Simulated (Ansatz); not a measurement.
`N#COCN` + `CBO` → `CBOCN` + `N#CO`  (substitution at a C–O bond)

Gas-phase electronic energies from Ansatz, PBE0-D4/def2-TZVP geometries. CCSD(T)/CBS is the MP2 limit (def2-TZVPP, def2-QZVPP) plus CCSD(T) − MP2 in def2-TZVPP, frozen cores. This one scheme is used for every species. DFT in def2-TZVPP. One conformer a species, not always the lowest.

Task: Is it downhill or uphill in electronic energy at CCSD(T)/CBS, and by how much? (Estimate.)

Result: Computed: Uphill: ΔE = +0.32 eV.

Task: What do these levels give: PBE-D4, ωB97X-V, PBE, r2SCAN, PBE0, HF/def2-TZVPP, MP2/def2-TZVPP, CCSD/def2-TZVPP, CCSD(T)/def2-TZVPP, HF/def2-QZVPP, MP2/def2-QZVPP, HF/CBS(def2)? (Best estimate.)

Result: Computed: PBE-D4 0.38, ωB97X-V 0.34, PBE 0.40, r2SCAN 0.41, PBE0 0.36, HF/def2-TZVPP 0.34, MP2/def2-TZVPP 0.35, CCSD/def2-TZVPP 0.31, CCSD(T)/def2-TZVPP 0.32, HF/def2-QZVPP 0.33, MP2/def2-QZVPP 0.35, HF/CBS(def2) 0.33 eV.

Largest T1 diagnostic among the species: 0.014.

From PBE to PBE0 (25 % exact exchange), in def2-TZVPP and without D4, ΔE moves by −0.04 eV.
